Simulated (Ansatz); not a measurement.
Ansatz (a first-principles code) input (RPA@PBE/cc-pVTZ):

Ansatz 0.2 input:
```yaml
crystal:
  periodic: [false, false, false]
  atoms:
    - {symbol: C, position_ang: [2.82748433, -0.02553496, 0.51953316]}
    - {symbol: C, position_ang: [1.68602300, 0.58615309, -0.29430073]}
    - {symbol: C, position_ang: [0.30340711, 0.01517412, 0.03501591]}
    - {symbol: C, position_ang: [-0.82427356, 0.62394203, -0.77556287]}
    - {symbol: C, position_ang: [-2.05243051, 0.14696739, -0.50674466]}
    - {symbol: C, position_ang: [-2.42292659, -0.92795738, 0.51450513]}
    - {symbol: H, position_ang: [3.79979994, 0.40695600, 0.25834617]}
    - {symbol: H, position_ang: [2.67158017, 0.12880057, 1.59234877]}
    - {symbol: H, position_ang: [2.88961111, -1.10677759, 0.35788584]}
    - {symbol: H, position_ang: [1.65292829, 1.67029135, -0.14312899]}
    - {symbol: H, position_ang: [1.86758468, 0.44558036, -1.36506368]}
    - {symbol: H, position_ang: [0.13819983, 0.15147974, 1.12372899]}
    - {symbol: H, position_ang: [0.35490301, -1.08387481, -0.10794803]}
    - {symbol: H, position_ang: [-2.92005044, 0.53777946, -1.05178131]}
    - {symbol: H, position_ang: [-2.13808332, -0.64861316, 1.53954771]}
    - {symbol: H, position_ang: [-3.50171068, -1.12882607, 0.52406141]}
    - {symbol: H, position_ang: [-1.91846521, -1.88526150, 0.31732736]}
basis:
  gaussian:
    orbitals: cc-pVTZ
hamiltonian:
  xc: pbe
total_charge: -1
magnetization: {spin_polarized: false}
correlation: {method: rpa, electrons: outside_noble_gas}
```

Output:

```
Functional definition: PBE
integrals: 1.12 GiB planned
1878 factors; integrals over basis functions are off by at most 1.1e-3 eV
0.43 GiB of the device are held for the grids
1.70 GiB of device memory are held for the factors and their scratch space
mean field: 2.64 GiB planned
mean field evaluation 1: about -6377.2769 eV, gradient 7.7e1 eV
mean field evaluation 2: about -6377.2632 eV, gradient 7.7e1 eV
mean field evaluation 4: about -6386.5055 eV, gradient 4.7e1 eV
mean field evaluation 8: about -6392.5736 eV, gradient 6.2e-1 eV
mean field evaluation 16: about -6392.5738 eV, gradient 1.1e-3 eV
mean field evaluation 32: about -6336.8334 eV, gradient 9.4e1 eV
mean field -6392.57376768 eV, -234.9227529202 hartree, gradient 6.6e-6 eV, S^2 0.000000; 1 other end points of the search recorded, 0 dependent functions left out
6 core orbitals not correlated
reference -6354.30830965 eV, -233.5165232748 hartree; 18, 18 occupied and 310, 310 virtual orbitals, 1878 factors
Total energy: -6402.07492516 eV, -235.2719140173 hartree
```

It need not be the lowest isomer of its formula. Whether it binds its extra electron was not tested at this geometry.
